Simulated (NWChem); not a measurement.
Species: BeSiH4Se; SMILES [SiH3][Be][SeH]

```xyz
7

Be    -0.0175    -0.5843     0.0057
Se    -0.0332     1.4578     0.0000
H      1.4416     1.4580    -0.0005
Si    -0.0146    -2.7651     0.0001
H     -1.1915    -3.3200    -0.7464
H     -0.0618    -3.3413     1.3836
H      1.2161    -3.3136    -0.6599
```
Atoms are numbered in this order, from 1.

Program: NWChem. Medium grid unless said otherwise, to which SCAN and Minnesota functionals are sensitive. All runs use the structure optimised with PBE0/def2-SVP. Total energies of different functionals are on different scales.

| level | energy (Ha) | highest occupied level (eV) | orbital gap (eV) | dipole (D) |
|---|---|---|---|---|
| B3LYP/def2-TZVP | -2708.2971 | -7.19 | 5.46 | 0.58 |
| PBE/def2-TZVP | -2707.6730 | -6.35 | 3.98 | 0.62 |
| MN15-L/def2-TZVP | -2708.2217 | -6.64 | 4.51 | 0.62 |
| Hartree-Fock/def2-TZVP | -2705.7835 | -9.84 | 11.20 | 0.52 |
| TPSSh/def2-TZVP | -2708.1927 | -6.85 | 4.97 | 0.58 |
| HCTH/407/def2-TZVP | -2709.5838 | -6.42 | 4.06 | 0.58 |
| KT2/def2-TZVP | -2720.4617 | -6.38 | 4.00 | 0.58 |
| B3PW91/def2-TZVP | -2708.2130 | -7.25 | 5.54 | 0.57 |
| OLYP/def2-TZVP | -2708.8948 | -6.15 | 4.08 | 0.61 |
| LDA (Slater exchange, VWN5)/def2-TZVP | -2703.4127 | -6.49 | 3.94 | 0.63 |
| CAM-B3LYP/def2-TZVP | -2708.3390 | -8.68 | 8.16 | 0.55 |
